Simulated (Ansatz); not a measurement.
Program: Ansatz. Geometries: PBE0-D4/def2-TZVP. ΔE: electronic, gas phase. CCSD(T)/CBS is the MP2 limit (def2-TZVPP, def2-QZVPP) plus CCSD(T) − MP2 in def2-TZVPP, frozen cores. This one scheme is used for every species. Functionals use def2-TZVPP. Elements past krypton have def2 core potentials. For Te outer-core shells are correlated without core-valence functions, which leaves a few kJ/mol of doubt a bond. Each species was taken in one conformer, which may not be the lowest.

Consider the cleavage of the Al–Al bond: `C[CH2][AlH][AlH2]` + H₂Te → `C[CH2][AlH][TeH]` + `[AlH3]`.

Question: Is it downhill or uphill in electronic energy at CCSD(T)/CBS, and by how much? (Best estimate.)

Answer: Ansatz gave: Downhill: ΔE = -1.37 eV.

Question: What do these levels give: PBE-D4, ωB97X-V, B2PLYP, PBE0, CCSD(T)/def2-TZVPP, HF/CBS(def2)? (An estimate is asked.)

Answer: Ansatz gave: PBE-D4 -1.21, ωB97X-V -1.29, B2PLYP -1.34, PBE0 -1.23, CCSD(T)/def2-TZVPP -1.30, HF/CBS(def2) -1.34 eV.

Largest T1 diagnostic among the species: 0.010.

From PBE to PBE0 (25 % exact exchange), in def2-TZVPP and without D4, ΔE moves by −0.05 eV. The D4 term adds −0.06 eV with B3LYP and −0.03 eV with PBE0; it sums over pairs of atoms, weighted by their polarisabilities, and B3LYP, whose exchange is more repulsive, gets the larger term.

B3LYP here is the variant with VWN-RPA as its local correlation; programs differ in this.
